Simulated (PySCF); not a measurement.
**Atomic charges by several schemes**

Compound: C7H15Si (charge +1).
Geometry (PBE0-D3(BJ)/def2-SVP, Å), atoms numbered from 1 in this order:
```xyz
23
C7H15Si angstrom
C     -2.5175    0.5926    1.2551
Si    -1.7583   -0.7884    0.3188
C     -2.8870   -1.9880   -0.4855
C      0.0645   -0.8675    0.1422
C      0.6059    0.3395   -0.6718
C      2.1116    0.3130   -0.7268
C      2.8798    1.5933   -0.8582
C      2.9109    0.8322    0.4335
H     -3.1361    1.2056    0.5746
H     -3.2082    0.1962    2.0201
H     -1.7716    1.2383    1.7392
H     -2.3549   -2.7804   -1.0294
H     -3.5457   -2.4459    0.2743
H     -3.5566   -1.4526   -1.1830
H      0.3665   -1.8212   -0.3185
H      0.5088   -0.8335    1.1556
H      0.1950    0.3249   -1.6963
H      0.2773    1.2882   -0.2132
H      2.5222   -0.5564   -1.2523
H      2.3176    2.5312   -0.8857
H      3.7716    1.5912   -1.4891
H      3.8273    0.3055    0.7100
H      2.3689    1.2596    1.2836
```

Density: PBE0/pcSseg-1 (PySCF); schemes: Mulliken, IAO, Hirshfeld and ESP-fitted. One conformer (not necessarily the lowest) at the PBE0-D3(BJ)/def2-SVP geometry, without solvent, vibrations or thermal averaging.

What partial charge does each atom carry?

In e:

```csv
atom,environment,Mulliken,IAO,Hirshfeld,ESP-fitted
C1,Si-methyl carbon,-0.639,-0.743,-0.178,-0.887
Si2,silicon bonded to 3 C,+1.029,+1.335,+0.698,+1.141
C3,Si-methyl carbon,-0.638,-0.742,-0.176,-0.818
C4,sp3 carbon bound to silicon,-0.534,-0.565,-0.139,-0.424
C5,chain CH2 carbon,-0.239,-0.234,-0.047,-0.147
C6,three-membered-ring carbon,-0.299,-0.135,-0.035,-0.117
C7,three-membered-ring carbon,-0.184,-0.275,-0.073,-0.367
C8,three-membered-ring carbon,-0.203,-0.290,-0.081,-0.209
H9,methyl hydrogen,+0.213,+0.207,+0.087,+0.257
H10,methyl hydrogen,+0.211,+0.207,+0.087,+0.269
H11,methyl hydrogen,+0.204,+0.197,+0.080,+0.264
H12,methyl hydrogen,+0.206,+0.200,+0.082,+0.236
H13,methyl hydrogen,+0.212,+0.208,+0.088,+0.250
H14,methyl hydrogen,+0.211,+0.208,+0.088,+0.253
H15,methylene hydrogen,+0.199,+0.181,+0.070,+0.145
H16,methylene hydrogen,+0.207,+0.190,+0.071,+0.136
H17,methylene hydrogen,+0.164,+0.144,+0.049,+0.104
H18,methylene hydrogen,+0.141,+0.134,+0.048,+0.126
H19,methine hydrogen,+0.149,+0.150,+0.054,+0.166
H20,methylene hydrogen,+0.142,+0.150,+0.055,+0.165
H21,methylene hydrogen,+0.160,+0.166,+0.064,+0.188
H22,methylene hydrogen,+0.159,+0.164,+0.061,+0.140
H23,methylene hydrogen,+0.130,+0.141,+0.049,+0.128
```

Mean size of the charges over all atoms: IAO 0.303 e, ESP-fitted 0.302 e, Mulliken 0.281 e, Hirshfeld 0.107 e. Each set sums to the total charge, 1, to within 0.001 e. The ESP scheme is a least-squares fit of atom-centred charges to the potential on four shells outside the van der Waals surface, with the total charge fixed.

Lowest charge. All schemes agree: Mulliken C1 (-0.639); IAO C1 (-0.743); Hirshfeld C1 (-0.178); ESP-fitted C1 (-0.887).

Highest charge. All schemes agree: Mulliken Si2 (+1.029); IAO Si2 (+1.335); Hirshfeld Si2 (+0.698); ESP-fitted Si2 (+1.141).

How many electrons does the Mulliken scheme count on C7?

Z − q = 6 − (-0.184) = 6.184.

How closely do the schemes follow one another over all atoms?

Correlation coefficient and root-mean-square difference: Mulliken with IAO 0.99, 0.084 e; IAO with ESP-fitted 0.98, 0.075 e; Mulliken with ESP-fitted 0.97, 0.098 e; IAO with Hirshfeld 0.96, 0.258 e; Mulliken with Hirshfeld 0.92, 0.210 e; Hirshfeld with ESP-fitted 0.91, 0.260 e.
